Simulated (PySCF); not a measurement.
All values below come from PBE-D3(BJ)/def2-TZVP // r2SCAN-D4/def2-TZVP in PySCF. Gas-phase values, no solvent. One relaxed conformer stands for a flexible species; it need not be the lowest. Delta-SCF ions had no search for a lower state. Excitations are Tamm–Dancoff values on a coarser integration grid. The basis has no diffuse functions, so Rydberg states are missing or too high.

Reference species (SMILES): `O/C=C\S` (H–O–C–C torsion 0°, C–C–S–H torsion -99°) (neutral, multiplicity 1).

```yaml
S1 excitation (TDA): 5.20 eV
HOMO–LUMO gap: 4.71 eV
LUMO: -1.08 eV
vertical ionisation energy (Delta-SCF): 9.02 eV
```

Changed species: `C(=S)OC` (C–O–C–S torsion 0°).

### Question
Predict the effect on the S1 excitation (TDA), HOMO–LUMO gap, LUMO and vertical ionisation energy (Delta-SCF).

### Answer
the S1 excitation (TDA) drops by 1.89 eV, to 3.31 eV; the HOMO–LUMO gap falls by 1.59 eV, to 3.12 eV; the LUMO falls by 1.32 eV, to -2.40 eV; the vertical ionisation energy (Delta-SCF) increases by 0.04 eV, to 9.06 eV.
